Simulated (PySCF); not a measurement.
Computed shifts of a molecule C3H8ClNSi, HF/pcSseg-1 (PySCF), GIAO, gas phase, atoms alike by connectivity averaged where their shifts nearly agree, in ppm (number of nuclei): ¹³C: 181.7 (1), 53.7 (1), 1.0 (1). ¹⁵N: 463.8 (1). ²⁹Si: -3.2 (1). ¹H: 8.46 (1), 5.00 (1), 3.85 (3), 0.90 (3). References: ¹³C against TMS (σ = 192.6 ppm); ¹⁵N against NH3 (σ = 267.3 ppm); ²⁹Si against TMS (σ = 393.8 ppm); ³⁵Cl against HCl (σ = 958.2 ppm); ¹H against TMS (σ = 31.99 ppm), references at their B3LYP-D3(BJ)/def2-TZVP geometries, non-relativistic (without spin–orbit terms, shifts of atoms bonded to Cl or Br come out too high). Coordinates come from a PBE0-D3(BJ)/def2-SVP optimisation. The values are those of a single conformer.

Task: Which molecule gave these data?
A) CN1C[SiH](Cl)C1
B) C=C[Si@H](Cl)CN
C) Cl[Si@H]1CCCN1
D) C/N=C/[Si@@H](C)Cl

Result: D, C/N=C/[Si@@H](C)Cl
